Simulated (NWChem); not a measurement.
# ScNH4O2; SMILES [NH2][Sc]([OH])[OH]

```xyz
8

Sc    -0.0528     0.0009     0.0000
O     -0.8782     1.6703     0.0000
H     -1.5079     2.3903     0.0000
O     -0.9147    -1.6498     0.0000
H     -1.5603    -2.3556     0.0000
N      1.9234    -0.0225     0.0000
H      2.5168    -0.8499     0.0000
H      2.5392     0.7883     0.0000
```
Atoms are numbered in this order, from 1.

Structure relaxed at the PBE0/def2-SVP level.

Symmetry labels are those of Cs in the frame above (b1 and b2, or b-type labels, depend on it).

Problem. List the 4 lowest vertical singlet excitations from CAM-B3LYP/def2-SVPD, TDA (NWChem).

Solution. 
```json
[
 {"state": "S1", "energy (eV)": "4.25", "oscillator strength": "0.038", "symmetry": "a\"", "leading excitation (squared amplitude)": "HOMO → LUMO (0.89)"},
 {"state": "S2", "energy (eV)": "5.90", "oscillator strength": "0.002", "symmetry": "a'", "leading excitation (squared amplitude)": "HOMO → LUMO+6 (0.99)"},
 {"state": "S3", "energy (eV)": "5.95", "oscillator strength": "0.006", "symmetry": "a'", "leading excitation (squared amplitude)": "HOMO−1 → LUMO (0.88)"},
 {"state": "S4", "energy (eV)": "6.02", "oscillator strength": "0.003", "symmetry": "a'", "leading excitation (squared amplitude)": "HOMO−3 → LUMO (0.89)"}
]
```
